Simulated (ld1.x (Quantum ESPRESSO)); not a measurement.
How hard is this cadmium TM potential?

* Element: cadmium (Cd)
* Generator: ld1.x (Quantum ESPRESSO) 7.5
* Type: norm-conserving Troullier–Martins (Kleinman–Bylander form)
* Functional: PBE
* Relativity: scalar-relativistic
* Frozen core: [Kr] 4d10
* Valence charge: 2
* Reference configuration: 5s1.5 5p0 (charge +0.5)
* Partial waves: 5p (bound, empty): rc 2.80 bohr; 5d channel at 0.15 Ry: rc 2.55 bohr; 5s (bound): rc 2.40 bohr
* Local potential: the s channel
* Core correction: none

The pseudo-atom Hamiltonian at the reference potential is diagonalised in spherical Bessel functions j_l(qr) that vanish at 20 bohr, with q² up to the cutoff. All-electron valence levels (Ry): 5p -0.3018, 5s -0.6785.

Problem. How do the lowest levels (Ry) of each channel move with the cutoff, and are there ghosts?

Solution.

| cutoff (Ry) | p #1 | p #2 | d #1 | s #1 | s #2 | f #1 | Σ f·Δε (mRy) |
| --- | --- | --- | --- | --- | --- | --- | --- |
| 8 | -0.3007 | -0.0447 | -0.0513 | -0.6734 | -0.1099 | 0.0349 | 7.7 |
| 10 | -0.3015 | -0.0449 | -0.0520 | -0.6739 | -0.1100 | 0.0349 | 6.9 |
| 12 | -0.3016 | -0.0449 | -0.0534 | -0.6742 | -0.1101 | 0.0349 | 6.5 |
| 15 | -0.3017 | -0.0449 | -0.0559 | -0.6754 | -0.1102 | 0.0349 | 4.8 |
| 18 | -0.3017 | -0.0449 | -0.0650 | -0.6774 | -0.1105 | 0.0349 | 1.7 |
| 21 | -0.3018 | -0.0449 | -0.0848 | -0.6781 | -0.1106 | 0.0349 | 0.6 |
| 25 | -0.3018 | -0.0450 | -0.1641 | -0.6783 | -0.1106 | 0.0349 | 0.3 |
| 30 | -0.3018 | -0.0450 | -0.6248 | -0.6783 | -0.1106 | 0.0349 | 0.3 |
| 400 | -0.3018 | -0.0450 | -2.5815 | -0.6785 | -0.1106 | 0.0349 | 0.0 |

Result: ghost state, extra bound levels that the all-electron valence spectrum of the same l lacks: d at -35.1 eV (a true bound ghost makes a file unfit for plane-wave use); 10 mRy is reached at 8 Ry and 1 mRy at 21 Ry.
